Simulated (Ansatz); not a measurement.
Coupled-cluster run, `[NH2][Al]1[CH2]C[O]1`.

```yaml
crystal:
  periodic: [false, false, false]
  atoms:
    - {symbol: N, position_ang: [-1.048442, 2.251562, 0.131964]}
    - {symbol: Al, position_ang: [-0.247787, 0.695514, -0.046717]}
    - {symbol: C, position_ang: [-0.048569, -1.115448, 0.631861]}
    - {symbol: C, position_ang: [0.949906, -1.170836, -0.548803]}
    - {symbol: O, position_ang: [0.920569, 0.131849, -1.174761]}
    - {symbol: H, position_ang: [-1.727259, 2.470114, 0.842465]}
    - {symbol: H, position_ang: [-0.894077, 3.051133, -0.460876]}
    - {symbol: H, position_ang: [-0.888092, -1.803890, 0.533982]}
    - {symbol: H, position_ang: [0.413255, -1.257977, 1.608969]}
    - {symbol: H, position_ang: [1.969485, -1.381274, -0.210468]}
    - {symbol: H, position_ang: [0.666312, -1.927846, -1.286916]}
basis:
  gaussian: {orbitals: def2-TZVPP}
correlation: {method: ccsd_t}
```

```sh
$ ansatz run in.yaml --threads 4 --pin off --events-out ev --progress --plain --max-ram 10444MiB
```

The program prints (abridged):

```
Functional definition: HF
  name "HF"
  cite "Fock, Z. Phys. 61, 126 (1930) doi:10.1007/BF01340294"
  parent pbe
  exchange = exact_x
  correlation = 0
1490 factors; integrals over basis functions are off by at most 9.9e-4 eV
mean field evaluation 1: about -12255.9254 eV, gradient 5.2e1 eV
mean field evaluation 2: about -12256.1423 eV, gradient 5.2e1 eV
mean field evaluation 4: about -12261.7416 eV, gradient 4.6e0 eV
mean field evaluation 8: about -12261.8278 eV, gradient 3.7e-1 eV
mean field evaluation 16: about -12261.8285 eV, gradient 1.2e-6 eV
mean field -12261.82849073 eV, -450.6138856683 hartree, gradient 1.2e-6 eV, S^2 0.000000; 0 other end points of the search recorded, 0 dependent functions left out
9 core orbitals not correlated: weight in the atoms' cores, before any rotation towards them, 1.000 or more for the frozen orbitals, at most 0.000 for the correlated occupied ones
reference -12261.82849073 eV, -450.6138856683 hartree; 14, 14 occupied and 227, 227 virtual orbitals, 1490 factors
second order -23.54740429 eV of doubles, -0.00000000 eV of singles
cycle   1  -23.68658406 eV  change   -1.4e-1 eV  update   1.0e-1
cycle   2  -24.21527730 eV  change   -5.3e-1 eV  update   3.0e-2
cycle   3  -24.34713784 eV  change   -1.3e-1 eV  update   1.6e-2
cycle   4  -24.33782495 eV  change    9.3e-3 eV  update   4.3e-3
cycle   5  -24.33623437 eV  change    1.6e-3 eV  update   2.2e-3
cycle   6  -24.33710484 eV  change   -8.7e-4 eV  update   7.0e-4
cycle   7  -24.33667226 eV  change    4.3e-4 eV  update   2.6e-4
cycle   8  -24.33658676 eV  change    8.6e-5 eV  update   7.7e-5
cycle   9  -24.33660593 eV  change   -1.9e-5 eV  update   2.9e-5
perturbative correction -0.98444661 eV, -0.0361777455 hartree
Total energy: -12287.14954326 eV, -451.5444171859 hartree
```

Run time 2.1 min (4 threads of an Arm Neoverse V1 on a shared host); peak host memory 5.4 GiB.

MP2 recovers 93.0 % of the CCSD(T) correlation energy and the triples give 3.9 %; T1 = 0.0123.
